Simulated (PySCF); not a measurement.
SiCl2, SMILES Cl[Si]Cl (connectivity only; charge and spin as stated), neutral, multiplicity 1. Coordinates come from a PBE-D3(BJ)/def2-TZVP optimisation. The isomer is the one that the SMILES or the coordinates give; other isomers of the formula were not compared.

TDA-M06-2X/def2-SVPD in PySCF puts the lowest singlet excitations at 3.99, 5.11, 5.96, 6.46, 6.54, 7.02 eV.

Task: What are the lowest excitation roots from ADC(2)/aug-cc-pVDZ (PySCF)? (Estimate from the structure and the level; the computed values follow.)

Result: 3.94, 5.16, 5.81, 6.63, 6.67, 6.86 eV. S1 differs by -0.05 eV (second minus first; roots are paired by order, and the bases may differ).
